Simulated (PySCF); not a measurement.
C₄H₉S, SMILES [CH2]C(C)(C)S, doublet, PBE0/def2-SVP optimised geometry.

```
14

C      0.64     0.77    -1.25
C      0.21     0.11     0.00
C      0.71     0.84     1.24
C      0.59    -1.37     0.03
S     -1.67     0.11     0.00
H      0.76     1.86    -1.29
H      0.59     0.23    -2.20
H      1.82     0.80     1.28
H      0.32     0.37     2.16
H      0.41     1.89     1.24
H      0.19    -1.86     0.93
H      1.68    -1.47     0.03
H      0.20    -1.89    -0.86
H     -1.82     1.46     0.00
```

Density from unrestricted PBE0/def2-TZVP in PySCF at that geometry.

Minimum of the electron density along straight lines between bonded atoms, close to the bond critical point (lines longer than 1.1 times the sum of covalent radii, or with two minima, are not listed):

| bond | length / Å | ρ at the minimum / e bohr⁻³ | ∇²ρ there / e bohr⁻⁵ | position (fraction from the first atom) |
|---|---|---|---|---|
| C1–C2 | 1.478 | 0.273 | -0.73 | 0.50 |
| C2–C3 | 1.524 | 0.250 | -0.63 | 0.51 |
| C2–C4 | 1.528 | 0.247 | -0.61 | 0.51 |
| C2–S5 | 1.884 | 0.158 | -0.20 | 0.46 |
| C1–H6 | 1.094 | 0.276 | -0.95 | 0.65 |
| C1–H7 | 1.093 | 0.278 | -0.96 | 0.65 |
| C3–H8 | 1.103 | 0.270 | -0.90 | 0.64 |
| C3–H9 | 1.100 | 0.273 | -0.93 | 0.64 |
| C3–H10 | 1.101 | 0.272 | -0.91 | 0.64 |
| C4–H11 | 1.101 | 0.273 | -0.92 | 0.64 |
| C4–H12 | 1.101 | 0.272 | -0.91 | 0.64 |
| C4–H13 | 1.100 | 0.273 | -0.92 | 0.64 |
| S5–H14 | 1.351 | 0.213 | -0.61 | 0.64 |
